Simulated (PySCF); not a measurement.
B(F)2(vinyl) (C2H3BF2), SMILES C=CB(F)F. Atoms are numbered in the order given.

```xyz
8

B     -0.0284     0.5187     0.0000
F     -0.7629     1.6217     0.0000
F      1.2881     0.6820     0.0000
C     -0.6730    -0.8896     0.0000
C      0.0710    -2.0073     0.0000
H     -1.7656    -0.9778     0.0000
H     -0.3726    -3.0086     0.0000
H      1.1652    -1.9588     0.0000
```
Charge 0, spin multiplicity 1.

Geometry optimised at B3LYP-D3(BJ)/def2-SVP. The values are those of a single conformer.

The numbers are results of B3LYP-D3(BJ)/def2-SVP run with PySCF 2.14.0, not measurements.

Frequencies are harmonic and unscaled.

```tsv
mode	ν (cm⁻¹)	IR (km/mol)	Raman (Å⁴/amu)	depolarisation	moving atoms (share of kinetic energy)
1	108	0.0	7.3	0.75	C 47 %, H 31 %, F 20 %
2	206	0.3	1.4	0.65	F 45 %, C 31 %, H 19 %
3	428	5.9	1.5	0.47	F 55 %, C 33 %
4	434	0.9	7.9	0.75	H 63 %, B 23 %
5	524	10.0	1.2	0.50	F 52 %, C 26 %, H 12 %, B 9 %
6	740	64.5	0.6	0.75	B 59 %, H 18 %, C 18 %
7	774	0.6	5.4	0.05	F 52 %, C 30 %, H 15 %
8	1020	28.7	0.6	0.75	H 74 %, C 26 %
9	1021	7.5	3.7	0.70	H 77 %, C 17 %
10	1049	11.2	0.1	0.75	H 90 %, C 10 %
11	1258	98.7	5.2	0.45	H 58 %, B 22 %, C 12 %, F 8 %
12	1339	173.5	10.5	0.38	B 37 %, H 32 %, C 22 %, F 9 %
13	1422	251.2	1.5	0.26	B 73 %, F 22 %
14	1448	165.6	11.9	0.52	H 67 %, C 17 %, B 14 %
15	1689	75.6	24.9	0.16	C 83 %, H 14 %
16	3127	8.7	82.0	0.13	H 95 %
17	3155	4.1	121.4	0.30	H 92 %, C 8 %
18	3222	5.2	63.4	0.71	H 89 %, C 11 %
```
